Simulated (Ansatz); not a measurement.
The cluster Si4B⁻. Total charge -1; singlet. Geometry PBE0-D4/def2-SVPD, basis def2-TZVPD, Ansatz.

```tsv
atom	x (Å)	y (Å)	z (Å)
B1	-0.614	-0.481	-0.236
Si2	-0.507	1.413	0.408
Si3	-0.339	-0.677	1.691
Si4	0.093	0.481	-1.786
Si5	1.367	-0.737	-0.077
```

| run | HOMO (eV) | LUMO (eV) |
| --- | --- | --- |
| A | -0.70 | 0.73 |
| B | -0.30 | 0.89 |
| C | -1.84 | 2.34 |
| D | -1.29 | 1.40 |
| E | -0.53 | 0.66 |

The structure comes from a short search, and lower isomers may exist.

Question: The runs used BHLYP, BLYP, PBE, PBE0, r2SCAN. Estimate which is which.

Answer: A r2SCAN (0 % exact exchange); B BLYP (0 % exact exchange); C BHLYP (50 % exact exchange); D PBE0 (25 % exact exchange); E PBE (0 % exact exchange). Exact exchange lowers occupied and raises empty levels; among semilocal functionals meta-GGAs tend to open the gap a little, and such runs are hard to tell apart. The gap grows from 1.19 eV (BLYP) to 4.18 eV (BHLYP).
